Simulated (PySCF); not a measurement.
## Static response to an electric field

C4H8OP2.
Geometry (GFN2-xTB, Å), atoms numbered from 1 in this order:
```xyz
15
C4H8OP2 angstrom
C     -1.6966   -1.2542   -0.0794
P     -0.6775   -0.1788    1.0327
C      0.9060   -0.5209    0.3347
C      2.0461   -0.7249   -0.0209
P      3.6195   -1.1901   -0.6585
C     -0.9514    1.4473    0.1218
O     -2.2609    1.9116    0.3360
H     -1.3576   -1.1812   -1.1118
H     -1.6250   -2.2872    0.2567
H     -2.7343   -0.9304   -0.0106
H      4.3436   -0.6738    0.4231
H      3.7979   -0.0207   -1.4093
H     -0.8458    1.3007   -0.9571
H     -0.2000    2.1783    0.4527
H     -2.3684    2.1322    1.2681
```

Level: wB97X-D/def2-SVPD (PySCF), static field, nuclei fixed, core orbitals frozen in the response. The polarisability tensor in these axes (au):

```
x   147.14 -13.41 -14.08
y   -13.41  94.97   4.20
z   -14.08   4.20  85.72
```

Diagonalise the tensor; give its mean and Δα, where Δα² is half the sum of the squared differences of the eigenvalues.

Principal values 82.49, 91.78 and 153.56 au; mean 109.28 au = 16.19 Å³ = 18.02 × 10⁻⁴⁰ C²·m²/J; Δα = 66.91 au (61 % of the mean).

What is the dipole moment, and where does it point?

(0.58, 0.57, 0.12) D, 0.82 D in size, pointing from the negative to the positive side. Measured along this direction, the outermost atoms are H9 and H10 at the negative end and H11 at the positive end.

Form Σ f/ω² (atomic units) for the 8 lowest TDDFT singlets, given as eV and f, and set it beside the mean polarisability, which is this sum over all singlets: 5.33, 0.0081; 5.53, 0.0154; 5.61, 0.0253; 6.38, 0.4898; 6.74, 0.0511; 6.83, 0.0683; 6.92, 0.1248; 6.97, 0.1732.

They add up to 16.58 au, 15.2 % of the 109.28 au; the largest single term is 8.91 au, from the state at 6.38 eV. Terms in order: 0.21, 0.37, 0.60, 8.91, 0.83, 1.08, 1.93, 2.64 au. Higher excitations give the rest. The strengths listed sum to 0.956.

Directions of the eigenvectors, and the extent of the frame along each?

Largest value along (0.95, -0.23, -0.21), where the nuclei span 7.20 Å; middle along (0.25, 0.96, 0.08), 4.68 Å; least along (0.19, -0.13, 0.97), 2.56 Å. The response follows the extents in order.

Rayleigh depolarisation ratio (linearly polarised light, static tensor)?

ρ = 3Δα²/(45ᾱ² + 4Δα²) = 13430.2/(537362 + 17907.0) = 0.0242.

One conformer (not necessarily the lowest) at the GFN2-xTB geometry, without solvent, vibrations or thermal averaging.

These values come from a run that also computed excited states. Cost: about 1.8 min of CPU time on one thread; the machine was shared, so the figure is rough.
